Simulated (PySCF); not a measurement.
# Basis-set dependence of excited states

Compound: CH7ClSi2.
Bonds: C1–Si2, Si2–Si3, Si3–Cl4. Hydrogens: H5, H6, H7 on C1; H8, H9 on Si2; H10, H11 on Si3.

TDDFT with PBE0 (PySCF), vertical singlets, core orbitals frozen in the response, spherical d and f functions. One conformer (not necessarily the lowest) at the PBE0-D3(BJ)/def2-SVP geometry, without solvent, vibrations or thermal averaging.

| basis | functions | diffuse | S1 (eV) | S2 (eV) | S3 (eV) | S4 (eV) | S5 (eV) | LUMO (eV) | α (au) |
| --- | --- | --- | --- | --- | --- | --- | --- | --- | --- |
| 6-31G* | 82 | no | 6.09 | 6.84 | 7.61 | 7.69 | 7.84 | -0.48 | 68.0 |
| 6-31+G* | 98 | yes | 5.94 | 6.70 | 7.06 | 7.28 | 7.45 | -0.82 | 75.3 |
| def2-SVP | 103 | no | 6.21 | 6.90 | 7.35 | 7.82 | 7.92 | -0.34 | 71.6 |
| def2-SVPD | 151 | yes | 5.99 | 6.79 | 7.16 | 7.24 | 7.43 | -0.69 | 85.0 |
| aug-cc-pVDZ | 167 | yes | 5.91 | 6.71 | 6.88 | 7.14 | 7.15 | -0.79 | 86.2 |
| def2-TZVP | 184 | no | 6.00 | 6.80 | 7.12 | 7.52 | 7.60 | -0.61 | 80.3 |
| def2-TZVPD | 232 | yes | 5.88 | 6.71 | 6.99 | 7.03 | 7.23 | -0.79 | 86.2 |

Question: How much do these states and the polarisability depend on the basis?

Answer: States are compared by their number. Against the largest diffuse basis here (def2-TZVPD, itself not a converged limit), sets without diffuse functions differ by up to 0.32 eV in S1 and 0.69 eV in S5; the smaller diffuse sets differ by up to 0.11 and 0.22 eV. State by state, the largest deviation of a set without diffuse functions is S1 0.32, S2 0.19, S3 0.62, S4 0.79, S5 0.69 eV. The same number needn't mean the same state in each row. Against def2-TZVPD the polarisability deviates by -21% in 6-31G*, -13% in 6-31+G*, -17% in def2-SVP, -1% in def2-SVPD, 0% in aug-cc-pVDZ, -7% in def2-TZVP. A single + in a Pople set puts diffuse functions on heavy atoms only.
